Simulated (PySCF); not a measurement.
C4H6BFO, SMILES FB1CC=CCO1. Atoms are numbered in the order given.

```xyz
13

F      0.0924     2.3449     0.0000
B      0.0134     1.0121     0.0000
C     -1.3832     0.2882     0.0000
C     -1.2249    -1.2083     0.0000
C     -0.0267    -1.8022     0.0000
C      1.2829    -1.0682     0.0000
O      1.1846     0.3472     0.0000
H     -1.9757     0.6258     0.8722
H     -1.9757     0.6258    -0.8722
H     -2.1270    -1.8300     0.0000
H      0.0533    -2.8945     0.0000
H      1.8807    -1.3632     0.8824
H      1.8807    -1.3632    -0.8824
```

Geometry optimised at B3LYP-D3(BJ)/def2-SVP. The structure was generated by enumeration, and PubChem lists no compound with its InChIKey, so it may never have been made. One conformer was computed; it need not be the lowest.

All values below come from B3LYP/pcSseg-1 (PySCF).

GIAO shieldings, no solvent; atoms alike by connectivity are averaged. δ = σ(ref) − σ: ¹⁹F against CFCl3 (σ = 161.7 ppm); ¹¹B against BF3 (σ = 86.3 ppm); ¹³C against TMS (σ = 181.3 ppm); ¹⁷O against H2O (σ = 333.8 ppm); ¹H against TMS (σ = 31.68 ppm), references at their B3LYP-D3(BJ)/def2-TZVP geometries, non-relativistic.

```csv
atoms,nucleus,count,δ (ppm)
F1,¹⁹F,1,-96.5
B2,¹¹B,1,(withheld)
C5,¹³C,1,136.7
C4,¹³C,1,136.5
C6,¹³C,1,(withheld)
C3,¹³C,1,13.9
O7,¹⁷O,1,(withheld)
H10,¹H,1,(withheld)
H11,¹H,1,(withheld)
"H12, H13",¹H,2,5.17
"H8, H9",¹H,2,1.78
```

Complete the blanks. (The exact figures need the calculation; the answer reports its results.)


- B2, δ (ppm): 18.3
- H10, δ (ppm): 6.19
- O7, δ (ppm): 147.9
- H11, δ (ppm): 5.85
- C6, δ (ppm): 73.7
